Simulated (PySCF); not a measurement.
Identify the unknown among the candidates.

All candidates are C6H10OSi.

- 13C NMR: chemical shifts (computed TMS as zero) by class: 143.2 (1 C), 119.3 (1 C), 110.5 (1 C), 87.5 (1 C), 30.7 (1 C), 5.7 (1 C) ppm [GIAO PBE0/pcSseg-1]
- Triplet: lowest triplet excitation (Tamm–Dancoff): 4.34 eV [TDA CAM-B3LYP/def2-SVPD]
- Dipole: 2.20 D [CAM-B3LYP/def2-SVPD]
- UV, first state: lowest singlet excitation: 5.95 eV (208 nm, f = 0.004) [TDDFT CAM-B3LYP/def2-SVPD]
- Rotational structure: rotational constants A, B, C: 2.365, 0.908, 0.764 GHz [GFN2-xTB]
- NMR, other nuclei: isotropic shieldings of nuclei other than C and H, by class: 313 (1 O), 393 (1 Si) ppm [GIAO PBE0/pcSseg-1]
- 1H NMR: chemical shifts (computed TMS as zero) by class: 6.38 (1 H), 5.26 (1 H), 5.25 (1 H), 4.83 (1 H), 2.11 (1 H), 2.05 (3 H), 1.78 (1 H), 1.74 (1 H) ppm [GIAO PBE0/pcSseg-1]
- UV, strongest line: among the 8 lowest singlet transitions: S5 at 6.76 eV (183 nm, f = 0.338) [TDDFT CAM-B3LYP/def2-SVPD]
- Polarisability: 100.8 au [CAM-B3LYP/def2-SVPD]

The electronic properties come from PySCF, for the isolated species, density fitting. Levels stand in brackets. The structure is a single GFN2-xTB conformer in the gas phase; no vibrational or solvent corrections. GFN2-xTB frequencies show an imaginary mode (31i cm⁻¹), so this geometry is no minimum at that level. NMR values are class means; diastereotopic atoms form classes of their own.

**Question.** Which candidate is it?
A. `C=CC[Si@H](O)C#CC`
B. `C=C/C=C/C(=C)O[SiH3]`
C. `C(=C1CC1)[SiH]1COC1`

**Answer.** A. It is `C=CC[Si@H](O)C#CC`. Numbering: `[CH2:1]=[CH:2][CH2:3][Si@H:4]([OH:5])[C:6]#[C:7][CH3:8]`. Its formula, C6H10OSi, gives 3 degrees of unsaturation: 0 rings and 3 π bonds in the structure found. 6 carbons fall into 6 classes; from least to most shielded: alkene CH carbon [C2] (143.2 ppm), terminal =CH2 carbon [C1] (119.3 ppm), alkyne carbon [C7] (110.5 ppm), alkyne carbon [C6] (87.5 ppm), sp3 carbon bound to silicon [C3] (30.7 ppm), propargylic carbon [C8] (5.7 ppm). Hydrogen classes from least to most shielded: 1 H on an alkene CH carbon, C2 (6.38 ppm), 1 H on a terminal =CH2 carbon, C1 (5.26 ppm), 1 H on a terminal =CH2 carbon, C1 (5.25 ppm), 1 H on an oxygen-bound silicon, Si4 (4.83 ppm), 1 H on a silanol oxygen, O5 (2.11 ppm), 3 H on a propargylic carbon, C8 (2.05 ppm), 1 H on an sp3 carbon bound to silicon, C3 (1.78 ppm), 1 H on an sp3 carbon bound to silicon, C3 (1.74 ppm). The other shieldings belong to: 313 ppm, silanol oxygen [O5]; 393 ppm, oxygen-bound silicon [Si4]. The optimised geometry has point group C1 and is an asymmetric top.

The others, at the same levels:
- `C=C/C=C/C(=C)O[SiH3]` fails: its computed 13C shifts are 164.6 (1 C), 144.8 (1 C), 140.2 (1 C), 136.6 (1 C), 127.1 (1 C), 97.3 (1 C) ppm, 1H shifts are 6.89 (1 H), 6.67 (1 H), 6.12 (1 H), 5.68 (1 H), 5.54 (1 H), 5.06 (3 H), 4.55 (1 H), 4.39 (1 H) ppm and lowest singlet excitation is 4.93 eV (251 nm, f = 0.994) (against 5.95 eV).
- `C(=C1CC1)[SiH]1COC1` fails: it has 5 carbon classes against 6; its computed 13C shifts are 155.7 (1 C), 119.7 (1 C), 70.7 (2 C), 6.9 (1 C), 6.1 (1 C) ppm, 1H shifts are 6.94 (1 H), 5.70 (1 H), 4.75 (2 H), 4.70 (2 H), 1.16 (2 H), 1.09 (2 H) ppm and lowest singlet excitation is 5.73 eV (216 nm, f = 0.002) (against 5.95 eV).

Each candidate is one conformer, not necessarily the lowest. The conformers computed, where there is a choice (atom-mapped SMILES and torsion angles):
- `[CH2:1]=[CH:2][CH2:3][Si@H:4]([OH:5])[C:6]#[C:7][CH3:8]`: C1–C2–C3–Si4 -101°, C2–C3–Si4–O5 56°, H–O5–Si4–C3 -42°
- `[CH2:1]=[CH:2]/[CH:3]=[CH:4]/[C:5](=[CH2:6])[O:7][SiH3:8]`: C1–C2–C3–C4 179°, C3–C4–C5–C6 178°, C4–C5–O7–Si8 -178°
- `[CH:1](=[C:2]1[CH2:3][CH2:4]1)[SiH:5]1[CH2:6][O:7][CH2:8]1`: C2–C1–Si5–C6 -139°
